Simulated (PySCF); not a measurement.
## Potential energy of SnSe⁺ along the bond

Set-up: basis Sn aug-cc-pVDZ-PP with ECP28, Se aug-cc-pVDZ-PP with ECP10; scalar-relativistic core potentials; PySCF 2.14. Energies in eV from Sn⁺ + Se in their ground configurations at the same level. All curves are PBE0. state 1: ²Π (doublet), unpaired electrons π ↑; state 2: ²Σ⁺ (doublet), unpaired electrons σ ↑, a second solution, started from another occupation; state 3: ⁴Π (quartet), unpaired electrons π ↑↑↑, a second solution, started from another occupation.

| R (Å) | state 1 | state 2 | state 3 |
| --- | --- | --- | --- |
| 2.161 | -1.835 | -2.019 | 2.073 |
| 2.262 | -2.489 | -2.311 | 0.957 |
| 2.362 | -2.842 | -2.372 | 0.172 |
| 2.438 | -2.965 | -2.317 | -0.255 |
| 2.513 | -2.997 | -2.205 | -0.574 |
| 2.588 | -2.960 | -2.052 | -0.808 |
| 2.689 | -2.833 | -1.811 | -1.018 |
| 2.815 | -2.592 | -1.480 | -1.160 |
| 2.965 | -2.242 | -1.094 | -1.213 |
| 3.166 | -1.765 | -0.658 | -1.168 |

Task: Put a parabola through the three lowest points of the state 1 curve and estimate Re, k and ωe (reduced mass 47.95 u; 1 eV/Å² = 0.16022 mdyn/Å; ωe = 1302.8·√(k/μ) cm⁻¹).

Result: Through R = 2.438, 2.513, 2.588 Å the second-order coefficient is 6.13 eV/Å², so Re ≈ 2.510 Å, k ≈ 1.97 mdyn/Å and ωe ≈ 264 cm⁻¹. A polynomial fit of higher order to the unrounded PBE0 energies gives Re = 2.507 Å, k = 1.97 mdyn/Å, ωe = 264 cm⁻¹; anharmonicity and rounding make the difference.

The higher-order fit for each curve: state 1: Re = 2.507 Å, ωe = 264 cm⁻¹, De = 3.00 eV; state 2: Re = 2.346 Å, ωe = 296 cm⁻¹, minimum 2.37 eV below the ground-state fragments; state 3: Re = 2.979 Å, ωe = 136 cm⁻¹, minimum 1.21 eV below the ground-state fragments.

⟨S²⟩ of the unrestricted solution departs from its pure value on part of the curve, where spin states mix. Spin–orbit coupling is left out, which matters for elements this heavy, above all for dissociation energies. For an ion De counts to the pair picked by the measured ionisation energies or electron affinities, which need not be the lowest pair at this level. The state was picked by a PBE0 search and need not be the measured ground state.
